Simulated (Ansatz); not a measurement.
Born–Oppenheimer molecular dynamics of CH₈AlNS (12 atoms, charge 0, multiplicity 1). It starts from a rough guess of a transition structure, not a stationary point.

Method: Ansatz 0.2.0, UKS PBE-D4/STO-3G.

- ensemble: NVE (velocity Verlet)
- time step: 0.5 fs
- steps asked: 150
- starting velocities drawn for: 100 K
- seed: 814689

First frame:

```xyz
12
Properties=species:S:1:pos:R:3
Al -0.239 0.240 -0.166
S 2.141 0.716 0.867
C -0.442 -1.705 -0.474
N -0.711 1.762 -0.932
H 0.530 0.707 1.663
H -0.435 0.591 1.798
H 2.289 -0.566 1.191
H -1.389 -1.935 -0.968
H -0.436 -2.243 0.481
H 0.351 -2.139 -1.089
H -0.125 2.589 -0.896
H -1.535 1.984 -1.477
```

Task: How far do the bonds stretch over the last three quarters of this one trajectory? (Pairs bonded in most of those frames.)

Result: 
```csv
bond,mean (Å),spread (Å),shortest,longest
Al1–S2,2.413,0.229,2.17,2.88
Al1–C3,1.937,0.017,1.91,1.96
Al1–N4,1.836,0.066,1.70,1.93
Al1–H6,1.537,0.065,1.43,1.64
S2–H5,1.412,0.088,1.27,1.57
S2–H7,1.376,0.032,1.32,1.43
C3–H8,1.105,0.005,1.09,1.11
C3–H9,1.106,0.005,1.10,1.11
C3–H10,1.106,0.017,1.08,1.14
N4–H11,1.069,0.025,1.02,1.12
N4–H12,1.074,0.043,0.99,1.15
```

Mean temperature of the second half: 989 K. The conserved energy stayed within 0.32 meV per atom of its start (net change -0.21 meV per atom), so the integration is sound. The system heated up, since it started high on the potential surface and ran downhill. A run of 0.075 ps of so small a system gives no equilibrium averages. The orbitals stay closed-shell, which can raise the energy where a bond breaks towards radicals; this wasn't checked here. Limits of this set-up: minimal basis.

Time of the run: 9.2 min on 1 CPU thread of a shared host.
